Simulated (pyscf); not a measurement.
H₂N–Si•(F)–F, doublet

Gas-phase minimum from PySCF at ωB97X-D3(BJ)/def2-SVP, one conformer. Other isomers of H₂N–Si•(F)–F were not searched in full and may lie lower. 

```xyz
6

N      1.1434    -0.1592    -0.4817
Si     0.5619    -0.7888     1.0065
F      1.6133    -0.3390     2.1617
F     -0.8689    -0.0766     1.3017
H      2.1159    -0.2861    -0.7449
H      0.5336    -0.1192    -1.2928
```
Charge 0, spin multiplicity 2.

Bond lengths (Å): N1–Si2 1.717, N1–H5 1.015, N1–H6 1.016, Si2–F3 1.625, Si2–F4 1.625. Angles (°): Si2–N1–H5 120.2, Si2–N1–H6 120.2, H5–N1–H6 111.9, N1–Si2–F3 107.2, N1–Si2–F4 107.1, F3–Si2–F4 108.6.

Properties at ωB97X-D3(BJ)/def2-SVP:

```yaml
harmonic_wavenumbers_unscaled: 76, 262, 313, 370, 400, 761, 796, 920, 954, 1537, 3612, 3715 cm⁻¹
zero_point_energy: 19.6 kcal/mol
rotational_symmetry_number: 1
Entropy of this conformer at 298 K and 1 atm, rigid rotor and harmonic oscillator, modes under 100 cm⁻¹ raised to 100: 312.6 J/(mol K)
dipole_moment: 3.06 D
Spin expectation value S2: 0.752
```

Single-point totals, which compare only within one level (frozen core for MP2 and CC):

| level | total energy (hartree) |
|---|---|
| ωB97X-D3(BJ)/def2-TZVP | -545.41722 |
| PBE/def2-TZVP | -544.97246 |
| r²SCAN/def2-TZVP | -545.24253 |
| B3LYP-D3(BJ)/def2-TZVP | -545.40300 |
| PBE0-D3(BJ)/def2-TZVP | -545.00206 |
| M06-2X/def2-TZVP | -545.26903 |
| ωB97M-D3(BJ)/def2-TZVP | -545.46181 |
| UHF/def2-TZVPP | -543.68283 |
| MP2/def2-TZVPP | -544.49124 |
| CCSD/def2-TZVPP | -544.50228 |
| CCSD(T)/def2-TZVPP | -544.52859 |

Soft torsions are taken as harmonic, which can shift the entropy by several J/(mol K). The CCSD(T) − MP2 part came from Ansatz, without density fitting, on the same reference.
